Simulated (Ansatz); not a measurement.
`CC[N](C)[Hf]([OH])([OH])[OH]` + `CBCl` → `[CH3][Hf]([OH])([OH])[OH]` + `CCN(C)BCl`  (redistribution)

Isolated molecules relaxed with PBE0-D4/def2-TZVP in Ansatz; ΔE leaves out vibrations. CBS: MP2 limit from def2 TZ/QZ plus the TZ coupled-cluster correction, frozen cores. Functionals use def2-TZVPP. Elements past krypton have def2 core potentials. For Hf outer-core shells are correlated without core-valence functions, which leaves a few kJ/mol of doubt a bond. One conformer a species, not always the lowest.

`CC[N](C)[Hf]([OH])([OH])[OH]`:

Z-matrix (Å, degrees):
```
Hf
C 1 3.120
O 1 1.944 2 122.9
O 1 1.947 2 112.7 3 -133.0
N 1 2.035 2 21.8 3 -45.4
O 1 1.938 2 85.6 3 117.2
C 1 3.020 2 46.6 3 -46.0
H 2 1.098 1 123.9 3 -33.0
H 2 1.101 1 124.3 3 120.0
H 2 1.093 1 78.8 3 -136.0
H 3 0.951 1 152.8 2 -164.7
H 4 0.952 1 147.6 2 17.3
H 6 0.951 1 156.2 2 174.5
C 7 1.522 1 121.1 2 90.1
H 7 1.098 1 73.4 2 -168.2
H 7 1.102 1 127.0 2 -70.8
H 14 1.092 7 110.2 1 18.9
H 14 1.092 7 111.6 1 -101.4
H 14 1.093 7 110.6 1 138.8
```

`CBCl`:

```xyz
7

C     0.234   -0.325    0.599
B    -0.317    0.445   -0.626
Cl   -0.068   -0.128   -2.261
H     0.755   -1.252    0.362
H    -0.586   -0.538    1.295
H     0.913    0.333    1.156
H    -0.932    1.464   -0.524
```

`[CH3][Hf]([OH])([OH])[OH]`:

Cartesian coordinates in Å:
```
C 0.144 1.676 0.268
Hf -0.045 -0.520 -0.083
O 1.337 -1.332 0.988
O 0.223 -0.761 -1.977
O -1.824 -0.981 0.497
H 1.130 2.047 -0.032
H -0.605 2.239 -0.300
H 0.008 1.926 1.327
H 2.093 -1.855 1.230
H 0.071 -1.024 -2.878
H -2.533 -1.415 0.960
```

`CCN(C)BCl`:

Cartesian coordinates in Å:
```
C 1.024 -1.505 0.045
C 0.544 -0.324 -0.780
N -0.267 0.612 -0.018
C -1.648 0.212 0.147
B 0.205 1.785 0.546
Cl 1.901 2.276 0.382
H 0.191 -2.069 0.471
H 1.606 -2.189 -0.575
H 1.659 -1.162 0.865
H 1.401 0.214 -1.185
H -0.050 -0.674 -1.632
H -2.179 0.956 0.739
H -2.142 0.120 -0.826
H -1.725 -0.753 0.657
H -0.520 2.501 1.165
```

| species | r2SCAN energy (Eh) |
| --- | --- |
| `CC[N](C)[Hf]([OH])([OH])[OH]` | -449.60490 |
| `CBCl` | -525.56202 |
| `[CH3][Hf]([OH])([OH])[OH]` | -315.63392 |
| `CCN(C)BCl` | -659.54988 |

(1) Work out ΔE.

Largest T1 diagnostic among the species: 0.015.

## Answers

(1) ΔE = (-315.63392) + (-659.54988) − (-449.60490) − (-525.56202) = -0.01688 Eh = -0.46 eV. CCSD(T)/CBS gives -0.49 eV.
